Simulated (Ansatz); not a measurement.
Pd₂S₂. Total charge 0; quintet. Geometry PBE0-D4/def2-SVP.

```xyz
4

Pd    0.586    0.326    1.129
Pd   -0.586   -0.326   -1.129
S     1.706   -0.264   -0.809
S    -1.706    0.264    0.809
```

In the def2 sets Pd takes a core potential; there is no spin–orbit coupling. HSE06 is defined as in plane-wave codes, on full-range PBE exchange. The order of the spin states hangs on the level: the triplet lies 0.85 eV below the quintet at PBE0-D4/def2-TZVP, but 0.79 eV above it at HF/def2-TZVP. The triplet is doubtful at HF/def2-TZVP (⟨S²⟩ 3.03, where a pure state has 2.00). The structure comes from a short search, and lower isomers may exist.

Task: Estimate the α-spin orbital energies around the gap (eV) in Ansatz with HF/def2-TZVP, r2SCAN-D4/def2-TZVP, PBE0-D4/def2-TZVP, HSE06-D4/def2-TZVP, ωB97M-V/def2-TZVP.

Result: 
```json
{"orbital": "HOMO−5", "HF/def2-TZVP": "-11.58", "r2SCAN-D4/def2-TZVP": "-6.83", "PBE0-D4/def2-TZVP": "-7.95", "HSE06-D4/def2-TZVP": "-7.55", "ωB97M-V/def2-TZVP": "-10.23"}
{"orbital": "HOMO−4", "HF/def2-TZVP": "-11.23", "r2SCAN-D4/def2-TZVP": "-6.80", "PBE0-D4/def2-TZVP": "-7.90", "HSE06-D4/def2-TZVP": "-7.50", "ωB97M-V/def2-TZVP": "-10.12"}
{"orbital": "HOMO−3", "HF/def2-TZVP": "-10.62", "r2SCAN-D4/def2-TZVP": "-6.59", "PBE0-D4/def2-TZVP": "-7.61", "HSE06-D4/def2-TZVP": "-7.21", "ωB97M-V/def2-TZVP": "-9.89"}
{"orbital": "HOMO−2", "HF/def2-TZVP": "-10.46", "r2SCAN-D4/def2-TZVP": "-6.07", "PBE0-D4/def2-TZVP": "-7.13", "HSE06-D4/def2-TZVP": "-6.73", "ωB97M-V/def2-TZVP": "-9.15"}
{"orbital": "HOMO−1", "HF/def2-TZVP": "-9.24", "r2SCAN-D4/def2-TZVP": "-5.71", "PBE0-D4/def2-TZVP": "-6.58", "HSE06-D4/def2-TZVP": "-6.19", "ωB97M-V/def2-TZVP": "-8.62"}
{"orbital": "HOMO", "HF/def2-TZVP": "-8.66", "r2SCAN-D4/def2-TZVP": "-4.89", "PBE0-D4/def2-TZVP": "-5.84", "HSE06-D4/def2-TZVP": "-5.44", "ωB97M-V/def2-TZVP": "-7.91"}
{"orbital": "LUMO", "HF/def2-TZVP": "0.51", "r2SCAN-D4/def2-TZVP": "-2.59", "PBE0-D4/def2-TZVP": "-1.90", "HSE06-D4/def2-TZVP": "-2.26", "ωB97M-V/def2-TZVP": "-0.26"}
{"orbital": "LUMO+1", "HF/def2-TZVP": "1.21", "r2SCAN-D4/def2-TZVP": "-1.81", "PBE0-D4/def2-TZVP": "-1.10", "HSE06-D4/def2-TZVP": "-1.46", "ωB97M-V/def2-TZVP": "0.49"}
{"orbital": "LUMO+2", "HF/def2-TZVP": "2.01", "r2SCAN-D4/def2-TZVP": "-0.16", "PBE0-D4/def2-TZVP": "0.20", "HSE06-D4/def2-TZVP": "-0.14", "ωB97M-V/def2-TZVP": "1.29"}
{"orbital": "LUMO+3", "HF/def2-TZVP": "2.38", "r2SCAN-D4/def2-TZVP": "0.41", "PBE0-D4/def2-TZVP": "0.72", "HSE06-D4/def2-TZVP": "0.40", "ωB97M-V/def2-TZVP": "1.71"}
{"orbital": "LUMO+4", "HF/def2-TZVP": "2.81", "r2SCAN-D4/def2-TZVP": "0.97", "PBE0-D4/def2-TZVP": "1.03", "HSE06-D4/def2-TZVP": "0.70", "ωB97M-V/def2-TZVP": "2.07"}
{"orbital": "LUMO+5", "HF/def2-TZVP": "3.33", "r2SCAN-D4/def2-TZVP": "1.39", "PBE0-D4/def2-TZVP": "1.60", "HSE06-D4/def2-TZVP": "1.26", "ωB97M-V/def2-TZVP": "2.62"}
{"orbital": "β HOMO", "HF/def2-TZVP": "-8.66", "r2SCAN-D4/def2-TZVP": "-5.80", "PBE0-D4/def2-TZVP": "-6.48", "HSE06-D4/def2-TZVP": "-6.10", "ωB97M-V/def2-TZVP": "-8.43"}
{"orbital": "β LUMO", "HF/def2-TZVP": "-0.39", "r2SCAN-D4/def2-TZVP": "-5.24", "PBE0-D4/def2-TZVP": "-4.51", "HSE06-D4/def2-TZVP": "-4.89", "ωB97M-V/def2-TZVP": "-2.68"}
```
